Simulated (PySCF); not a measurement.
I$_{2}$, triplet, geometry from GFN2-xTB (a higher spin typed on purpose: for a closed-shell molecule this is an excited state) (core potentials on I). Base run: M06/def2-SVP in PySCF.

PySCF was given this input:
```python
from pyscf import gto, scf, dft

mol = gto.M(
    atom='''
I    -0.000000   -0.000000   -1.584197
I     0.000000    0.000000    1.584197
''',
    basis='def2-svp',
    ecp={'I': 'def2-svp'},
    charge=0,
    spin=2,
    verbose=4,
)

mf = dft.UKS(mol)
mf.xc = 'm06'
mf.kernel()
```

Variants of this job, named by their change:

| change | ΔE vs base (µEh) | grid points | electrons on the grid |
|---|---|---|---|
| base | 0.0 | 43920 | 50.00000 |
| grids.radi_method = mura_knowles | -2.5 | 38664 | 50.00000 |
| grids.atom_grid = (50, 194) | -163 | 12392 | 50.00002 |
| grids.radi_method = delley | 3.6 | 41496 | 50.00000 |
| grids.level = 5 | 9.6 | 93648 | 50.00000 |
| grids.atom_grid = (150, 974) | 11.8 | 142032 | 50.00000 |
| grids.prune = dft.gen_grid.treutler_prune | 0.0 | 44136 | 50.00000 |
| small_rho_cutoff = 0 | 0.0 | 43920 | 50.00000 |
| grids.becke_scheme = stratmann | 4.7 | 43920 | 49.99999 |
| grids.atom_grid = (75, 302) | -15.6 | 26224 | 50.00001 |
| grids.level = 7 | 10.6 | 179856 | 50.00000 |

Open shells are given as the SCF converged; they aren't shown to be the lowest states, and a large step between rows can be another state.
